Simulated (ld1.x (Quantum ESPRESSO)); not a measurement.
# What the settings do to the TM semilocal potential of Sb

Base potential:

ld1.x (Quantum ESPRESSO) 7.5 input, shortened:

```
&input
   title='Sb', zed=51., rel=1, dft='PZ', iswitch=3,
   config='[Kr] 4d10 5s2 5p3'
 /
 &inputp
   pseudotype=1, tm=.true., lloc=0,
   nlcc=.false.
 /
3
4P  2  1   6.00   0.00  1.50  1.50  0.0
4D  3  2  10.00   0.00  1.65  1.65  0.0
5S  1  0   2.00   0.00  1.80  1.80  0.0
 &test
   configts(1)='4p6 4d10 5s2 5p3'
 /
```

Occupied shells without a wave of their own: 5p. They enter only through the test configuration that unscreens the potential.

Cutoffs, loose and tight: the cutoffs (Ry, on a coarse ladder) from which the occupation-weighted sum of valence levels, in a spherical-Bessel basis at the reference potential, stays within 10 and 1 mRy of its value at 400 Ry. They do not see the model core or the augmentation charge, which bear on the density cutoff. Test errors are all-electron minus pseudo excitation energies from the reference, over the configurations 4p6 4d10 5s2 5p2; 4p6 4d10 5s2 5p1; 4p6 4d10 5s2 5p0; 4p6 4d9 5s2 5p4; 4p6 4d9 5s2 5p3; 4p6 4d10 5s2 5p2.5; 4p6 4d10 5s1 5p0 (two spin-polarised tests are not counted in the largest error). A dash means not determined; rows that change the core or the reference have their own tests.

A true bound ghost makes a file unfit for plane-wave use even where its test errors are small: the radial tests pick states by their node count and pass the ghost by.

Cutoffs are not given where the Bessel-basis levels miss the radial ones by over 6 mRy, ghosts where they miss by over 20 mRy; a channel whose overlap is not positive is not tested.

In the semilocal form every listed channel keeps its own potential, so the choice of the local channel does not act on these tests. It acts once the file is put into the separable form.

A semilocal file is local in each channel, so a ghost entry of none says nothing of the separable form that plane-wave codes build from it.

On the changes marked as counting shells twice: ld1.x takes every shell without a wave as core, so the model core holds the marked electrons as well and exchange and correlation see them twice. This cancels in the reference configuration, but the file is broken for other ones, and its errors say nothing about a proper core correction.

A file whose overlap is not positive is unfit for use, and its test errors describe a broken file.

```csv
change,outcome,"cutoff, loose","cutoff, tight",bound ghosts,largest test error (meV)
base,"generated, misses its reference levels by 0.61 eV",90 Ry,140 Ry,none,-4624
wave 5s (bound): rc 1.80 bohr becomes 5s (bound): rc 2.56 bohr,"generated, misses its reference levels by 0.61 eV",90 Ry,140 Ry,none,-4598
core correction a·sin(br)/r model core inside 1.34 bohr (5p counted twice),"generated, misses its reference levels by 0.61 eV",90 Ry,140 Ry,none,-6201
reference 4p6 4d10 5s1.75 5p3.25,"generated, misses its reference levels by 0.63 eV",90 Ry,140 Ry,none,-2266
local potential the d channel,"generated, misses its reference levels by 0.61 eV",90 Ry,140 Ry,none,-4623
wave 4d (bound): rc 1.65 bohr becomes 4d (bound): rc 1.66 bohr,"generated, misses its reference levels by 0.61 eV",90 Ry,140 Ry,none,-4625
"type PAW, which also changes the form from semilocal to separable; waves now 5s (bound): rcut 1.55, rcutus 1.80 bohr; 5s channel at 2.8 Ry: rcut 1.55, rcutus 1.80 bohr; 4p (bound): rcut 1.30, rcutus 1.50 bohr; 5p (bound): rcut 1.30, rcutus 1.50 bohr; 4d (bound): rcut 1.45, rcutus 1.65 bohr; 4d channel at -0.9 Ry: rcut 1.45, rcutus 1.65 bohr; local potential all-electron potential smoothed inside 1.25 bohr (lloc = -1); core correction a·sin(br)/r model core, default radius (ld1.x builds one for every PAW set, though the input has nlcc=.false.); augmentation BESSEL, radius 1.50 bohr","generated, overlap not positive",–,–,"s (p not tested, overlap not positive)",+199
wave 4p (bound): rc 1.50 bohr becomes 4p (bound): rc 1.42 bohr,"generated, misses its reference levels by 0.54 eV",90 Ry,140 Ry,none,-4095
```

What comes out with this change to the base: core [Kr] 4d10, valence charge 5; reference 5s2 5p3; waves now 5p (bound): rc 2.40 bohr; 5s (bound): rc 1.55 bohr; core correction a·sin(br)/r model core inside 1.55 bohr?

outcome: generated; cutoff, loose: 45 Ry; cutoff, tight: 90 Ry; bound ghosts: none; largest test error (meV): -120.
